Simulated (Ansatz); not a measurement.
Geometry optimisation, Ansatz 0.2.0, RKS PBE/def2-SVP.

input.yaml

```yaml
crystal:
  periodic: [false, false, false]
  atoms:
    - { symbol: S, position_ang: [-2.1483, -0.1666, -0.3724] }
    - { symbol: C, position_ang: [-0.5091, -0.6242, -0.4247] }
    - { symbol: Si, position_ang: [0.2083, -0.8382, 1.1634] }
    - { symbol: Si, position_ang: [0.6875, 0.5368, -1.199] }
    - { symbol: Br, position_ang: [0.5015, 2.6021, -0.4219] }
    - { symbol: H, position_ang: [-2.0703, 1.0681, 0.2628] }
    - { symbol: H, position_ang: [-0.4408, -1.5617, -0.9558] }
    - { symbol: H, position_ang: [1.5891, -1.5261, 1.182] }
    - { symbol: H, position_ang: [0.2372, 0.3521, 2.13] }
    - { symbol: H, position_ang: [2.028, 0.1066, -1.3614] }
basis:
  gaussian: { orbitals: def2-SVP }
hamiltonian:
  xc: pbe
relax:
  f_tol: 0.015
  max_steps: 40
```

Launched with:

```bash
$ ansatz run input.yaml --threads 2 --pin off --max-ram 3072MiB --backend cpu --events-out ev --progress --plain --runs-dir out
```

**Question.** Where does it end, and by what steps?

**Answer.** It converged. After 33 steps the energy has fallen by 1.688 eV; H10 moved furthest, 1.92 Å. Parted: Si4–H10. Joined: Si3–H10.

| step | energy less start (eV) | largest force component (eV/Å) | accepted |
| --- | --- | --- | --- |
| 0 | 0.0000 | 3.614 | yes |
| 2 | -0.7578 | 0.397 | yes |
| 4 | -0.8482 | 0.379 | yes |
| 6 | -1.1771 | 0.772 | yes |
| 8 | -1.4566 | 1.323 | yes |
| 10 | -1.5567 | 0.274 | yes |
| 12 | -1.5769 | 0.115 | yes |
| 14 | -1.5805 | 0.042 | yes |
| 16 | -1.5890 | 0.264 | yes |
| 18 | -1.5969 | 0.256 | yes |
| 20 | -1.6255 | 0.158 | yes |
| 22 | -1.6443 | 0.256 | yes |
| 24 | -1.6686 | 0.090 | yes |
| 26 | -1.6797 | 0.171 | yes |
| 28 | -1.6864 | 0.025 | yes |
| 30 | -1.6872 | 0.019 | yes |
| 32 | -1.6880 | 0.016 | yes |
| 33 | -1.6880 | 0.009 | yes |

```xyz
10
Properties=species:S:1:pos:R:3
S -1.934 -0.356 0.208
C -0.303 -0.354 -0.612
Si 1.003 -0.674 0.791
Si 0.487 1.045 -1.647
Br -0.776 2.848 -1.007
H -2.160 0.990 0.069
H -0.228 -1.250 -1.274
H 0.587 -1.917 1.521
H 1.016 0.507 1.718
H 2.390 -0.891 0.236
```

Run time: 3.1 min on 2 threads of Arm Neoverse N1 (shared host), peak memory 0.18 GiB.
